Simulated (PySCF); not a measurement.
## `ClC[C@H]1CC=C[CH+]C1`, [C$_{7}$H$_{10}$Cl]+, charge +1

Geometry (Å), atoms numbered from 1 in this order:
```xyz
18

Cl    2.535   -0.749    0.993
C     2.078    0.525   -0.190
C     0.567    0.514   -0.381
C     0.117   -0.852   -0.918
C    -1.306   -1.107   -0.794
C    -2.110   -0.423    0.096
C    -1.541    0.471    0.980
C    -0.130    0.809    0.954
H     2.425    1.478    0.208
H     2.603    0.308   -1.120
H     0.305    1.292   -1.105
H     0.639   -1.631   -0.327
H     0.457   -1.013   -1.945
H    -1.733   -1.905   -1.388
H    -3.165   -0.645    0.154
H    -2.151    0.900    1.765
H     0.364    0.194    1.732
H     0.035    1.841    1.275
```

Total charge +1.

Level of theory: GIAO KT3/pcSseg-1 magnetisability, rotational g tensor and spin-rotation constants, non-relativistic, gas phase (PySCF 2.14.0). Geometry: GFN2-xTB.

For an ion the centre-of-mass motion in the field is neglected.

Problem. How diamagnetic is it, and how anisotropic?

Solution. Isotropic -1187 × 10⁻³⁰ J/T², or -71.5 × 10⁻⁶ cm³/mol; principal values -1296, -1166, -1100 × 10⁻³⁰ J/T², anisotropy 172 × 10⁻³⁰ J/T² (root of half the summed squared differences of the principal values). The susceptibility is in cgs units.

Problem. Split it along the inertial axes a, b, c into diamagnetic and paramagnetic parts about the centre of mass, with the quadrupole moment.

Solution. 
```csv
axis,χ (10⁻⁶ cm³/mol),diamagnetic (10⁻⁶ cm³/mol),paramagnetic (10⁻⁶ cm³/mol),summed x² of all electrons (Å²),quadrupole Θ (D Å)
a,-71.1,-471.6,400.5,218.3,+8.42
b,-66.2,-1108.3,1042.0,68.2,+2.13
c,-77.2,-1215.5,1138.4,42.9,-10.54
```
Anisotropies 2χaa − χbb − χcc = +1.3 and 2χbb − χaa − χcc = +15.7 × 10⁻⁶ cm³/mol. Θ is traceless in Buckingham's convention.

Problem. And the rotational g tensor?

Solution. 
```csv
axis,rotational constant (GHz),g,nuclear part,electronic part
a,3.3665,-0.0124,0.6210,-0.6335
b,1.1261,-0.0047,0.5465,-0.5513
c,1.0298,+0.0045,0.5553,-0.5507
```
Asymmetric top; isotopes 12C, 35Cl, 1H; no vibrational averaging.
